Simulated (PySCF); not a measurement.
A calculated (PBE, PySCF 2.14, x2c-QZVPPall, scalar relativity by spin-free X2C-1e) atom or ion has these occupied shells.

```json
{"shell": "1s β", "electrons": "1", "orbital energy (eV)": "-8200.0", "rms radius, mean of both spins (bohr)": "0.0624"}
{"shell": "1s α", "electrons": "1", "orbital energy (eV)": "-8200.0", "rms radius, mean of both spins (bohr)": "0.0624"}
{"shell": "2s α", "electrons": "1", "orbital energy (eV)": "-976.16", "rms radius, mean of both spins (bohr)": "0.266"}
{"shell": "2s β", "electrons": "1", "orbital energy (eV)": "-975.61", "rms radius, mean of both spins (bohr)": "0.266"}
{"shell": "2p α", "electrons": "3", "orbital energy (eV)": "-839.07", "rms radius, mean of both spins (bohr)": "0.238"}
{"shell": "2p β", "electrons": "3", "orbital energy (eV)": "-838.66", "rms radius, mean of both spins (bohr)": "0.238"}
{"shell": "3s α", "electrons": "1", "orbital energy (eV)": "-106.75", "rms radius, mean of both spins (bohr)": "0.799"}
{"shell": "3s β", "electrons": "1", "orbital energy (eV)": "-105.62", "rms radius, mean of both spins (bohr)": "0.799"}
{"shell": "3p α", "electrons": "3", "orbital energy (eV)": "-67.197", "rms radius, mean of both spins (bohr)": "0.853"}
{"shell": "3p β", "electrons": "3", "orbital energy (eV)": "-66.112", "rms radius, mean of both spins (bohr)": "0.853"}
{"shell": "3d α", "electrons": "5", "orbital energy (eV)": "-5.234", "rms radius, mean of both spins (bohr)": "1.35"}
{"shell": "4s β", "electrons": "1", "orbital energy (eV)": "-4.870", "rms radius, mean of both spins (bohr)": "3.21"}
{"shell": "3d β", "electrons": "4", "orbital energy (eV)": "-4.566", "rms radius, mean of both spins (bohr)": "1.35"}
```

**Question.** Name the element and its charge.

**Answer.** Ni (nickel, neutral), in [Ar] 3d9 4s1, 4s spin antiparallel (an excited configuration).
